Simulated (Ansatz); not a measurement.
Relaxation of BF2H2O (6 atoms, charge 0, multiplicity 2), to a largest force component of 0.03 eV/Å in at most 50 steps.

Method: Ansatz 0.2.0, UKS B3LYP/def2-SVPD.

```xyz
6
Properties=species:S:1:pos:R:3
B -0.096 -0.067 -0.178
F -0.067 -0.225 1.147
O 0.997 -0.341 -0.909
H 1.764 -0.645 -0.406
H -1.102 0.315 -0.695
F 0.215 0.012 3.461
```

**Question.** Where does it end, and by what steps?

**Answer.** It converged. After 16 steps the energy has fallen by 0.130 eV; F6 moved furthest, 1.34 Å.

| step | energy less start (eV) | largest force component (eV/Å) | accepted |
| --- | --- | --- | --- |
| 0 | 0.0000 | 0.428 | yes |
| 1 | -0.0041 | 0.220 | yes |
| 2 | -0.0063 | 0.114 | yes |
| 3 | -0.0069 | 0.155 | yes |
| 4 | -0.0092 | 0.043 | yes |
| 5 | -0.0153 | 0.274 | yes |
| 6 | -0.0185 | 0.589 | yes |
| 7 | -0.0275 | 0.496 | yes |
| 8 | -0.0511 | 0.229 | yes |
| 9 | -0.0721 | 0.170 | yes |
| 10 | -0.0941 | 0.155 | yes |
| 11 | -0.0870 | 0.757 | no |
| 12 | -0.1060 | 0.132 | yes |
| 13 | -0.1179 | 0.143 | yes |
| 14 | -0.1276 | 0.079 | yes |
| 15 | -0.1286 | 0.059 | yes |
| 16 | -0.1297 | 0.022 | yes |

```xyz
6
Properties=species:S:1:pos:R:3
B -0.232 -0.052 -0.151
F -0.690 -0.072 1.128
O 1.067 -0.226 -0.398
H 1.596 -0.356 0.404
H -1.039 0.125 -1.017
F 1.009 -0.371 2.454
```

Whether the end is a true minimum wasn't checked by a vibrational analysis.

Run time: 62 s on 4 threads of Arm Neoverse V1, with other jobs on the host, peak memory 0.3 GiB.
